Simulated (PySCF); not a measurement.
SiHF, SMILES F[SiH] (connectivity only; charge and spin as stated), neutral, multiplicity 1.

The structure is a stationary point at r2SCAN-D4/def2-TZVPD. The isomer is the one that the SMILES or the coordinates give; other isomers of the formula were not compared.

Method: ωB97X/def2-TZVPD (PySCF).

Isolated molecule, no solvent.

The total energy comes out as -389.95671 hartree and the point group is Cs. The highest occupied level is -9.32 eV, the lowest empty level is -0.54 eV and the orbital gap comes out as 8.78 eV. The dipole moment is 0.99 D and the quadrupole, principal values (traceless, Buckingham form, about the centre of nuclear charge) comes out as -3.59, -0.89, 4.49 D·Å. The mean static polarisability comes out as 32.7 bohr³ (4.84 Å³) and the polarisability, principal values is 30.3, 30.9, 36.8 bohr³.
